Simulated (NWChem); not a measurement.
# SnN2H5OF; SMILES [NH2][Sn]([NH2])([OH])[F]

```xyz
10

N     -0.6336     1.4864    -1.2164
Sn    -0.0040    -0.0107    -0.0190
N      0.9572    -1.5506    -0.8930
O     -1.5014    -0.8310     0.9563
F      1.1271     0.8969     1.2771
H     -0.1647     2.3634    -0.9949
H     -0.4891     1.2861    -2.2045
H      1.9701    -1.4468    -0.8599
H      0.7177    -2.4324    -0.4409
H     -2.2304    -0.2099     1.0718
```
Atoms are numbered in this order, from 1.

All runs: NWChem. All runs use the structure optimised with PBE0/def2-SVP. Not confirmed as a minimum by frequencies. def2 effective core potentials on Sn; no spin-orbit coupling. Level M06-2X/def2-SVP: energy and gradient on several grids; changes count from the extra-fine grid, which is no exact limit either.

**Question.** Which is the coarsest grid (medium; xcoarse; fine; coarse; xfine) from which on the energy stays within 500 μHa and each gradient component within 500 μHa/bohr of xfine?

**Answer.** medium.
```tsv
grid	size of the energy change (μHa)	largest change of a gradient component (μHa/bohr)	time, medium = 1 (rough)
xcoarse	2000	4000	about 1
coarse	800	700	about 1
medium	10	200	about 1
fine	< 10	80	about 1
xfine	< 10	< 30	2
```
